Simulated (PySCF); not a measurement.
# Two-component Hartree-Fock for Tm³⁴⁺ (thulium, charge +34)

Start: [Ar] 3d10 4s2 4p5; 4p1/2 filled at m_j = -1/2, +1/2; 4p3/2 filled at m_j = -1/2, +1/2, +3/2. Calculated with PySCF 2.14 in an even-tempered Gaussian basis (17 s from 3.5 bohr⁻², ratio 2.8; 14 p from 4.6 bohr⁻², ratio 2.8; 8 d from 8.1 bohr⁻², ratio 2.8; 4 f from 23 bohr⁻², ratio 3): generalised Hartree-Fock with the X2C-1e Hamiltonian and a Gaussian nucleus; one run each with spin-orbit coupling (SO) switched off, then screened by Boettger's factors.

```tsv
spinor shell	electrons	ε, spin-free (eV)	ε, screened SO (eV)	weight of nominal j (screened SO)	rms radius, screened SO (bohr)
1s1/2	2	-61093.8	-61078.4	1.000	0.0227
2s1/2	2	-11597.7	-11592.4	1.000	0.0918
2p1/2	2	-10402.8	-11098.7	1.000	0.0782
2p3/2	4	-10402.8	-10111.3	1.000	0.0851
3s1/2	2	-3694.3	-3692.1	1.000	0.233
3p1/2	2	-3323.2	-3476.9	1.000	0.224
3p3/2	4	-3323.2	-3256.9	1.000	0.238
3d3/2	4	-2871.7	-2898.8	1.000	0.210
4s1/2	2	-1645.6	-1644.8	1.000	0.493
4p1/2	2	-1507.1	-1552.9	0.999	0.492
4p3/2	3	-1507.1	-1487.1	0.999	0.515
```

Problem. Where does 3d5/2 lie, and what is the 3d spin-orbit splitting (screened SO)?

Solution. At -2851.1 eV, 47.767 eV above 3d3/2.

```csv
quantity,spin-free,screened SO
E (hartree),-12908.03831,-12920.82827
M_J,3/2,3/2
⟨J²⟩,3.751,3.751
⟨L²⟩,2.001,2.053
⟨S²⟩,0.750,0.803
```

Each row is a mean over spinors that exchange with the open shell spreads, by up to 11.326 eV (4s1/2).

Breit and QED terms are absent; they matter most for the inner s and p1/2 levels.

Densities and radii are taken from the X2C orbitals without a picture-change correction, which distorts them close to the nucleus.

Without spin-orbit coupling the j labels of p, d and f shells carry no meaning; the spin-free column gives the mean over the occupied spinors of each nl shell.
